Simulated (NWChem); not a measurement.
Molecule: CH5NOSi2; SMILES C1=N[SiH2]O[SiH2]1

```xyz
10

C     -1.4373     0.4438     0.0000
N     -1.3089    -0.8275     0.0000
Si     0.3861    -1.3580     0.0000
O      1.2182     0.1033     0.0000
Si     0.2092     1.4410     0.0000
H     -2.4553     0.8817     0.0000
H      0.6808    -2.1496     1.2239
H      0.6808    -2.1496    -1.2239
H      0.4005     2.2796    -1.2187
H      0.4005     2.2796     1.2187
```
Atoms are numbered in this order, from 1.

Results from NWChem. Medium grid unless said otherwise, to which SCAN and Minnesota functionals are sensitive. Structure relaxed at the PBE0/def2-SVP level. Total energies of different functionals are on different scales.

| level | energy (Ha) | highest occupied level (eV) | orbital gap (eV) | dipole (D) |
|---|---|---|---|---|
| PBE/def2-TZVP | -749.7391 | (withheld) | (withheld) | (withheld) |
| B3LYP/def2-TZVP | -750.2852 | -6.84 | 5.22 | 1.18 |
| Hartree-Fock/def2-TZVP | -748.1391 | -10.35 | 12.99 | 1.52 |
| r2SCAN/def2-TZVP | -750.0981 | -5.97 | 3.65 | 1.11 |
| CAM-B3LYP/def2-TZVP | -750.1860 | -8.43 | 8.25 | 1.28 |
| M06-2X/def2-TZVP | -750.1352 | -8.29 | 7.93 | 1.25 |

**Question.** Some entries are withheld; supply them.

**Answer.** 
- PBE/def2-TZVP, highest occupied level (eV): -5.74
- PBE/def2-TZVP, orbital gap (eV): 3.25
- PBE/def2-TZVP, dipole (D): 1.03
